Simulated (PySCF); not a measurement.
C3H9Sb (SMILES [CH3][Sb]([CH3])[CH3]), singlet, at a GFN2-xTB geometry (all electrons, no relativity). Base run: B3LYP/STO-3G in PySCF.

Input for PySCF:
```python
from pyscf import gto, scf, dft

mol = gto.Mole()
mol.atom = '''
    Sb   -0.006738    0.007403    0.431424
    C     0.192544   -1.823265   -0.714740
    H     1.117611   -2.323686   -0.452256
    H     0.198144   -1.591922   -1.774437
    H    -0.636971   -2.486204   -0.496815
    C     1.489217    1.049401   -0.743781
    H     2.476040    0.671277   -0.502375
    H     1.458237    2.110237   -0.523020
    H     1.295101    0.897088   -1.800014
    C    -1.646684    0.735326   -0.787370
    H    -2.551984    0.187230   -0.552656
    H    -1.408723    0.601973   -1.837180
    H    -1.814271    1.787682   -0.588540
'''
mol.basis = 'sto-3g'
mol.charge = 0
mol.spin = 0
mol.verbose = 4
mol.build()

mf = dft.RKS(mol)
mf.xc = 'b3lyp'
mf.kernel()
mf.analyze()
```

Variants of this job, named by their change:

```
change                                     E (Eh)   HOMO (eV)  HOMO-LUMO gap (eV)  dipole (D)  core-seconds (rough)                outcome
------------------------------------  -----------  ----------  ------------------  ----------  --------------------  ---------------------
base                                  -6371.78915       -3.85                8.39        0.70                     4              converged
functional = pbe0                      (withheld)  (withheld)          (withheld)  (withheld)                     5              converged
functional = x3lyp                    -6371.56386       -3.86                8.54        0.71                     5              converged
functional = pw6b95                   -6374.01628       -4.16                8.85        0.79                     7              converged
functional = m06l                      (withheld)  (withheld)          (withheld)  (withheld)                     7              converged
functional = pw91,pw91                 (withheld)  (withheld)          (withheld)  (withheld)                     5              converged
functional = b97m_v                             -           -                   -           -                     -  cut at the time limit
functional = wb97x_v                            -           -                   -           -                     -  cut at the time limit
functional = b97-1                    -6371.52555       -3.79                8.49        0.76                     5              converged
functional = revpbe                   -6371.40245       -2.94                6.73        0.85                     6              converged
functional = bhandhlyp                -6371.90140       -4.96               10.97        0.63                     5              converged
functional = hf                       -6368.85083       -6.30               15.39        0.45                   0.9              converged
functional = pbe; dispersion = d3bjm  -6371.00510       -2.93                6.69        0.92                     5              converged
```

Task: Complete the blanks.

Result: 
- functional = pbe0, E (Eh): -6371.37036
- functional = pbe0, HOMO (eV): -3.99
- functional = pbe0, HOMO-LUMO gap (eV): 8.82
- functional = pbe0, dipole (D): 0.88
- functional = m06l, E (Eh): -6371.86748
- functional = m06l, HOMO (eV): -3.23
- functional = m06l, HOMO-LUMO gap (eV): 7.10
- functional = m06l, dipole (D): 0.82
- functional = pw91,pw91, E (Eh): -6371.94952
- functional = pw91,pw91, HOMO (eV): -3.00
- functional = pw91,pw91, HOMO-LUMO gap (eV): 6.68
- functional = pw91,pw91, dipole (D): 0.89

Totals shift with the method and basis; they matter in differences.
